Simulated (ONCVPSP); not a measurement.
## Potentials for platinum (Pt) compared

Generated with ld1.x 7.5 (TM, RRKJ, ultrasoft, PAW), atompaw 4.2 or ONCVPSP 4.0.1. The cutoff is in Ry: for ld1.x and atompaw files where the sum of valence levels is converged to 10 mRy in a Bessel basis, for ONCV files where the hardest occupied wave has 1 mHa per electron of residual kinetic energy. The error is the largest all-electron minus pseudo excitation energy over each file’s own four to seven test configurations (ionisations up to +4, promotions, holes and added fractions of an electron), all of which were solved. The labels leave out finer settings (local radius, basis sizes, second energies), which also bear on the numbers. Spin-polarised tests are not counted. The rows are a selection from randomly drawn settings: files with unsolved tests, undetermined cutoffs or missed reference levels are left out.

A true bound ghost makes a file unfit for plane-wave use even where its test errors are small: the radial tests pick states by their node count and pass the ghost by.

| potential | cutoff (Ry) | largest error (meV) | bound ghosts |
| --- | --- | --- | --- |
| ONCV, PBEsol, scalar-relativistic, rc 1.80/1.55/1.55 (spd), local smoothed, core correction yes, reference 5s2 5p6 5d9.5 6s0.5, qcut 7.6/7.6/6, projectors 2/3/3 | 43 | -9.2 | none |
| ONCV, LDA (Perdew-Zunger), fully relativistic, rc 1.25/1.30/2.30 (spd), local smoothed, core correction no, reference 5s2 5p6 5d9 6s1, qcut 7.9/7.1/6.4, projectors 2/1/2 | 79 | +18 | none |
| ONCV, PBEsol, scalar-relativistic, rc 1.60/1.50/2.15/1.50 (spdf), local f, core correction yes, reference 5s2 5p6 5d9 6s1, qcut 7.7/8.6/6.8/8, projectors 2/3/1/0 | 50 | -73 | s |
| ONCV, PBE, fully relativistic, rc 1.40/1.80/2.30 (spd), local smoothed, core correction no, reference 5s2 5p6 5d9.5 6s0.5, qcut 7.9/8.9/7.8, projectors 2/1/3 | 50 | +2.5 | none |
| ONCV, PBE, scalar-relativistic, rc 2.30/1.65/2.40 (spd), local smoothed, core correction yes, reference 5p6 5d9 6s1, qcut 2.7/10.2/7.8, projectors 2/2/2 | 62 | +74 | none |

Question: Fill in the row for Pt: ONCV, PBE, scalar-relativistic, rc 1.25/1.70/2.05 (spd), local smoothed, core correction yes, reference 5s2 5p6 5d9 6p1, qcut 8.6/6.4/7.8, projectors 2/2/2.

Answer: cutoff 64 Ry, largest error -3.6 meV, bound ghosts: none.

Question: Fill in the row for Pt: ONCV, PBE, fully relativistic, rc 1.05/1.55/2.10 (spd), local smoothed, core correction yes, reference 5s2 5p6 5d9 6p1, qcut 6.9/9.1/8.7, projectors 2/2/2.

Answer: cutoff 278 Ry, largest error -0.7 meV, bound ghosts: none.
